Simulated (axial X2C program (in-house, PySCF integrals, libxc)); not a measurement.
OHfO: properties at the nuclei

Calculated with an in-house all-electron X2C program for linear molecules (integrals from PySCF): two-component X2C with atomic mean-field Coulomb and Gaunt terms, Gaussian nuclei, basis O dyall-av3z, Hf dyall-v3z with contracted cores.

O–Hf–O held linear, with bonds 1.849 and 1.849 Å (near the PBE0 minimum at charge 0 of the determinant lowest at the starting distance; the state shown can have its own minimum elsewhere, held linear; other orders of the atoms were not compared).

Input and command:
```json
{"zs": [8, 72, 8], "q": 0, "bas": ["dyall-av3z", "dyall-v3z", "dyall-av3z"], "r0": [1.85, 1.85], "symm": 1, "scan": ["PBE0", "HF", "PBE"], "levels": ["PBE0", "HF", "BHandHLYP"], "nst": 2}
```
```bash
python solin.py task.json out
```

Keys: zs atomic numbers; q charge; bas basis sets; r0 starting distance in Å; symm equal bonds; scan levels of the two-bond scan; levels methods; nst determinants followed.

Determinant lowest in the PBE0 search, Ω = 0 (closed shell), highest spinor 87% O p, 7% Hf p, 4% Hf f:

```csv
level,qzz O (a.u.),qzz Hf (a.u.)
PBE0,-1.30,-21.44
HF,-1.40,-20.72
BHandHLYP,-1.38,-21.23
```

qzz is the electric field gradient, eQq0 = 234.96 MHz × Q/barn × qzz. The operators were transformed with the bare-nucleus X2C matrices; with these basis sets, hyperfine constants and field gradients can be off by tens of per cent, and where levels differ in sign neither size nor sign is settled.

With Q(17O) = -0.02558 barn, Q(177Hf) = 3.365 barn (Q from Pyykkö, Mol. Phys. 2018), turn the PBE0 values of the first state into constants in MHz.

eQq0(17O) = 234.96 × (-0.02558) × (-1.30) = 7.81 MHz; eQq0(177Hf) = 234.96 × (3.365) × (-21.44) = -17000 MHz.

The molecule was held linear; bending was not examined, so a bent shape may lie lower.

Each state is one determinant with collinear spin. States lie within half an eV, so the first need not be the ground state. Further determinants of the search, some of them spin-mixed, are not shown.
